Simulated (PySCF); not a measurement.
Species: C₅H₁₀SSi.
InChI=1S/C5H10SSi/c1-2-3-4-5-6-7/h2-5H,1,7H3/b3-2+,5-4-

Torsions of this conformer, `[CH3:1]/[CH:2]=[CH:3]/[CH:4]=[CH:5]\[S:6][SiH3:7]`: C2–C3–C4–C5 180°, C4–C5–S6–Si7 180°.

The closed-shell ground state was solved at several levels (PySCF, density fitting, gas phase, non-relativistic). Geometry: PBE0-D3(BJ)/def2-SVP, one conformer, isolated molecule.

```
              level  basis functions  total energy (Eh)  HOMO (eV)  LUMO (eV)  gap (eV)  dipole (D)
CAM-B3LYP/def2-SVPD              231          -883.7617      -7.15       0.16      7.31        0.89
   wB97X-D/pcSseg-1              183          -884.0855      -7.70       0.85      8.55        0.93
```

(1) Estimate the row for PBE0/pcSseg-1, a basis of 183 functions; the other rows only guide the guess.

(2) Over all these levels, which gives the widest orbital gap and which the narrowest?

(3) How far do the dipole and the HOMO energy spread over the levels?

Answers

(1) Total energy -883.6559 Eh, HOMO -5.99 eV, LUMO -0.85 eV, gap 5.14 eV, dipole 0.88 D.

(2) wB97X-D/pcSseg-1 (range-separated hybrid) has the widest, 8.55 eV, and PBE0/pcSseg-1 (global hybrid, 25 % exact exchange) the narrowest, 5.14 eV. The two share the basis. From the narrowest to the widest the HOMO moves by -1.71 eV and the LUMO by +1.70 eV.

(3) The dipole runs from 0.88 to 0.93 D (mean 0.90 D) and the HOMO from -7.70 to -5.99 eV.

wB97X-D is run here without its empirical dispersion term; that term would change no orbital, density or response property at a fixed geometry.
